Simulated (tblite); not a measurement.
Run record: molecular-dynamics run, `CC(=C=O)OCF`.

Computed with GFN2-xTB (tblite), gas phase: Langevin dynamics at 200 K from the optimised GFN2-xTB geometry, time step 0.5 fs, friction 0.01 fs⁻¹, 2000 steps. The input is one job of a driver script: a line of settings, then coordinates in Å. «temperature» is in K, «steps» counts time steps and «every» is the stride of the printed frames; «frames» go on to single points.

Command:
```bash
OMP_NUM_THREADS=1 python probes_run.py task.json out
```

Input:
```
{"job": {"kind": "md", "xc": "GFN2-xTB", "basis": "xTB", "temperature": 200, "steps": 2000, "every": 50, "frames": 5}, "charge": 0, "multiplicity": 1}
C     -1.823104    -0.478324    -0.180987
C     -0.430448     0.089355    -0.158030
C     -0.147701     1.223807    -0.731648
O      0.032357     2.251209    -1.267887
O      0.497121    -0.700386     0.516778
C      1.778940    -0.179697     0.538143
F      2.553493    -1.049889     1.219756
H     -2.182497    -0.602021     0.838607
H     -2.490578     0.184964    -0.721919
H     -1.809932    -1.453191    -0.664147
H      1.822448     0.791627     1.063470
H      2.201100    -0.078140    -0.478161
```

Output:
```
t/fs     T/K      E/eV
    0.0   174.3   -650.89033
   25.0   139.3   -650.77333
   50.0   235.8   -650.75785
   75.0   188.9   -650.65326
  100.0   130.4   -650.65029
  125.0   129.4   -650.70798
  150.0   161.6   -650.68075
  175.0   133.2   -650.62196
  200.0   188.2   -650.63014
  225.0   115.3   -650.63100
  250.0   112.0   -650.69728
  275.0   140.1   -650.66680
  300.0   189.3   -650.65795
  325.0   217.4   -650.66348
  350.0   213.3   -650.55386
  375.0   195.1   -650.60994
  400.0   253.2   -650.71020
  425.0   320.4   -650.78568
  450.0   356.5   -650.80104
  475.0   206.0   -650.70226
  500.0   263.6   -650.85575
  525.0   168.3   -650.76387
  550.0   129.6   -650.83522
  575.0   140.2   -650.81852
  600.0   231.8   -650.83691
  625.0   196.3   -650.87916
  650.0   141.6   -650.82610
  675.0   157.0   -650.81957
  700.0   167.5   -650.80851
  725.0   200.7   -650.72952
  750.0   170.5   -650.88350
  775.0   141.6   -650.83802
  800.0   120.2   -650.77820
  825.0   195.4   -650.81475
  850.0   145.7   -650.84812
  875.0   209.0   -650.87289
  900.0   192.8   -650.83203
  925.0   149.5   -650.74451
  950.0   216.6   -650.75236
  975.0   200.6   -650.77252
 1000.0   201.4   -650.78929
```

E is the potential energy; T comes from the kinetic energy over all 3N coordinates.

Q: Sum up the printed frames.

A: 41 frames over 1000 fs. T runs from 112 K (250 fs) to 356 K (450 fs), with a mean of 184 K over all frames and 178 K from 500 fs on. E starts at -650.890 eV, peaks 0.336 eV above that at 350 fs, and averages 0.076 eV above it from 500 fs on.

Q: Give the last frame.

A: 0.64 Å rms from the start after alignment:
```
atom  x, y, z in Å  |  force x, y, z in eV/Å
C1     -1.944   -0.845    0.987    0.331   1.136  -1.157
C2     -0.838    0.149    0.588   -0.071  -0.417   0.008
C3     -0.935    1.256   -0.115    0.423  -0.579  -0.031
O4     -0.861    2.147   -0.870   -0.277  -0.191   0.374
O5      0.429   -0.120    1.214   -1.086   0.721   0.610
C6      1.451   -0.613    0.513    0.645  -0.828  -0.493
F7      1.458   -2.018    0.512   -0.333   0.227  -0.166
H8     -2.067   -0.785    2.040   -0.214   0.120   0.948
H9     -2.913   -0.555    0.493    1.122  -0.700   0.299
H10    -1.534   -1.839    0.783   -0.570   0.167  -0.352
H11     2.396   -0.391    1.025   -0.062   0.344  -0.033
H12     1.462   -0.323   -0.548    0.092   0.001  -0.006
```

Q: Estimate the wall time. Hardware: an AMD EPYC 7B13 with one thread, shared host with 128 logical CPUs at a one-minute load of 14. And the peak memory of the process?

A: About 8.2 s, with 0.18 GiB resident at the peak, the Python interpreter and its libraries included.
